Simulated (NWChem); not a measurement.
System meant: AgCl; SMILES [Cl][Ag]

Here is an NWChem input.

```
start job
memory heap 200 mb stack 900 mb global 1100 mb
geometry units angstroms noautoz
  Ag     0.000000     0.000000    -0.632186
  Cl     0.000000     0.000000     1.668512
end
basis spherical
  * library def2-svp
end
ecp
  Ag library def2-ecp
end
dft
  xc xpbe96 cpbe96
  iterations 4
  mulliken
end
task dft energy
```

End of the output:

```
    Atom       Charge   Shell Charges
 -----------   ------   -------------------------------------------------------
    1 Ag  19    18.96   0.00  0.94  1.00  0.45  0.17  5.60  0.52  0.23  8.58  1.46  0.00
    2 Cl  17    17.04   2.00  1.96  1.05  0.78  5.82  2.25  3.17  0.01

 center of mass
 --------------
 x =   0.00000000 y =   0.00000000 z =  -0.08324382

 moments of inertia (a.u.)
 ------------------
         498.074153281542           0.000000000000           0.000000000000
           0.000000000000         498.074153281542           0.000000000000
           0.000000000000           0.000000000000           0.000000000000

     Multipole analysis of the density
     ---------------------------------

     L   x y z        total         alpha         beta         nuclear
     -   - - -        -----         -----         ----         -------
     0   0 0 0     -0.000000    -18.000000    -18.000000     36.000000

     1   1 0 0      0.000000      0.000000      0.000000      0.000000
     1   0 1 0      0.000000      0.000000      0.000000      0.000000
     1   0 0 1     -1.866809    -17.101372    -17.101372     32.335935

     2   2 0 0    -23.633071    -11.816536    -11.816536      0.000000
     2   1 1 0      0.000000      0.000000      0.000000      0.000000
     2   1 0 1      0.000000      0.000000      0.000000      0.000000
     2   0 2 0    -23.633071    -11.816536    -11.816536      0.000000
     2   0 1 1     -0.000000     -0.000000     -0.000000      0.000000
     2   0 0 2    -23.812607   -111.226960   -111.226960    198.641313

 ------------------------------------------------------------------------
 dft energy failed                                                                                  0
 ------------------------------------------------------------------------
 ------------------------------------------------------------------------
  current input line :
    18: task dft energy
 ------------------------------------------------------------------------
 ------------------------------------------------------------------------
 This type of error is most commonly associated with calculations not reaching convergence criteria
 ------------------------------------------------------------------------
 For more information see the NWChem manual at https://nwchemgit.github.io

0:dft energy failed:Received an Error in Communication
```

Problem. Find the fault in this run and fix the input.

Solution. The run did not converge; its last values are not results. Cause: the SCF was allowed too few iterations. This input runs:
```
start job
memory heap 200 mb stack 900 mb global 1100 mb
geometry units angstroms noautoz
  Ag     0.000000     0.000000    -0.632186
  Cl     0.000000     0.000000     1.668512
end
basis spherical
  Ag library def2-svp
  Cl library def2-svp
end
ecp
  Ag library def2-ecp
end
dft
  xc xpbe96 cpbe96
  iterations 150
  mulliken
end
task dft energy
```
It converges to -606.85964 Ha (PBE/def2-SVP with def2 effective core potentials on Ag).
